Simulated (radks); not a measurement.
Task: The mean radii <r> (bohr) of the occupied orbitals of an atom or ion are listed with their occupations. Method: non-relativistic Kohn-Sham, revTPSS, spin-unpolarised, spherical densities, point nucleus; meta-GGA in the generalised Kohn-Sham scheme; computed with a radial shooting solver on a logarithmic mesh with Libxc functionals.

orbital  occ.      <r>
1s          2  0.07350
2s          2   0.3435
2p          6   0.3065
3s          2   0.9717
3p          2   0.9958

Name the element and its charge.

Result: Z = 21, scandium, charge +7: Sc7+ in [Ne] 3s2 3p2. The 1s radius gives Z: for a bare nucleus <r> = 1.5/Z, 0.07143 bohr for Z = 21, and screening makes it slightly larger (0.07350 here). The occupations add up to 14, and the charge is Z minus that.
